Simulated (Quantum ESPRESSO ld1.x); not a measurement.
The numbers below are computed, except where a source is named.
One sound ld1.x (Quantum ESPRESSO 7.5) input for neutral palladium gives E = -5044.48 hartree in 33 iterations:

```
 &input
    zed=46.0,
    iswitch=1,
    rel=2,
    dft='PBESOL',
    config='[Kr] 4d10',
    lsmall=.true.,
    prefix='ld1',
    max_out_wfc=37,
    file_charge='ld1.rho',
 /
```

Changed or added lines, one case at a time, and what came of them:

- rmax=1000.0: harmless. The energy moves by less than 1e-5 hartree against the default mesh (-5044.48 hartree).
- beta=0.95: harmless. The Broyden-type mixing copes: 16 iterations against 33, same energy.
- rmax=3.0: not converged. The mesh cuts the orbital tails; the cycle ends with warnings and the numbers are not to be used.
- config='[Kr] 4d10 5p2': not converged. The string holds 48 electrons for Z = 46, so the species has charge -2 and is not the one meant. The extra electrons are not bound, and the cycle does not converge.
- config='[Kr] 4d10 1s1': refused. The program stops in el_config with "occupation wrong": the bracketed core already holds 1s.
- config='[Kr] 4d': refused. The program stops in el_config with "no occupancy field?": each term needs its occupation.
- beta=0.005: not converged. So little new potential is mixed in that the limit of 200 iterations comes first; the energy is off by +0.008456 hartree.
